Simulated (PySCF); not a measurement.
A PySCF script (with the pyscf-properties extension) for the NMR shieldings of `COC[SiH2][SiH2]C(C)=O`, C4H12O2Si2, on a GFN2-xTB geometry:

```python
import basis_set_exchange as bse
import numpy as np
from pyscf import gto, dft
from pyscf.prop import nmr

atoms = """
C    -1.693806    1.512346    0.007484
O    -1.213405    0.249875   -0.371157
C    -1.622153   -0.795675    0.498014
Si   -0.595223   -2.291255   -0.099782
Si    1.440805   -1.304276   -0.577715
C     1.535100    0.288744    0.504835
C     1.938823    1.577313   -0.154642
O     1.249029    0.225638    1.680631
H    -1.292039    1.806174    0.985202
H    -1.366167    2.222302   -0.750762
H    -2.789356    1.518396    0.060236
H    -1.382681   -0.532046    1.535741
H    -2.709113   -0.930914    0.437898
H    -1.263972   -2.866869   -1.275424
H    -0.646436   -3.327966    0.940652
H     2.616265   -2.101410   -0.194575
H     1.678295   -0.880794   -1.965443
H     1.238253    1.784207   -0.960541
H     2.926819    1.454003   -0.594213
H     1.945816    2.402885    0.554775
"""
names = dict.fromkeys(["C", "O", "Si", "H"], "pcSseg-1")
basis = {el: gto.basis.parse(bse.get_basis(n, elements=[el], fmt="nwchem")) for el, n in names.items()}
mol = gto.M(atom=atoms, basis=basis, charge=0, verbose=0)
mf = dft.RKS(mol, xc="PBE0")
mf.grids.level = 2
mf.grids.alignment = dft.numint.BLKSIZE   # the property module wants whole blocks of grid points
mf.conv_tol = 1e-9
mf.kernel()

calc = nmr.RKS(mf)   # GIAO
C = mf.mo_coeff
Co = C[:, mf.mo_occ > 0]
resp = mf.gen_response(singlet=True, hermi=2)
def vind(x):   # induced exchange potential for any number of trial vectors
    d = np.einsum("pi,xij,qj->xpq", C, 2 * x.reshape(-1, C.shape[1], Co.shape[1]), Co, optimize=True)
    return np.einsum("xpq,pi,qj->xij", resp(d - d.transpose(0, 2, 1)), C, Co, optimize=True).ravel()
mo1, _ = nmr.rhf.solve_mo1(calc, with_cphf=vind)
sigma = calc.kernel(mo1)
for i, s in enumerate(sigma):   # ppm
    print("%2d %-2s %9.2f" % (i, mol.atom_pure_symbol(i), np.trace(s) / 3))
```

Problem. What are the results?

Solution. 
```
 0 C     123.40
 1 O     322.89
 2 C     125.94
 3 Si    421.36
 4 Si    443.85
 5 C     -56.71
 6 C     143.23
 7 O    -468.13
 8 H      28.71
 9 H      28.19
10 H      28.52
11 H      28.70
12 H      28.20
13 H      27.70
14 H      27.69
15 H      27.84
16 H      27.36
17 H      28.95
18 H      29.05
19 H      29.57
```

These numbers come from an equivalent density-fitted implementation of the same equations, which agrees with the script to about 0.01 ppm for H and up to a few tenths of a ppm for heavy atoms, so last digits may differ.

Problem. Turn these shieldings into chemical shifts. Referencing at the same level of theory: TMS for ¹³C (186.93 ppm), ²⁹Si (349.16 ppm), ¹H (31.72 ppm); ¹⁷O (336.08 ppm) against H2O.

Solution. Averaging equivalent atoms: C 5: 243.6; C 0: 63.5; C 2: 61.0; C 6: 43.7; O 7: 804.2; O 1: 13.2; Si 3: -72.2; Si 4: -94.7; H 15/16: 4.12; H 13/14: 4.02; H 11/12: 3.27; H 8/9/10: 3.24; H 17/18/19: 2.53 ppm. Unscaled 17O shifts of doubly bonded oxygen tend to come out too high, by tens of ppm or more. Experimental scales use liquid or dissolved standards, which lie at an offset from isolated H2O (liquid H2O: subtract about 36 ppm).

Size and cost of the density-fitted run: 210 basis functions, 75 s wall time on 1 thread of an Arm Neoverse N1, shared host; peak memory 1 GiB.
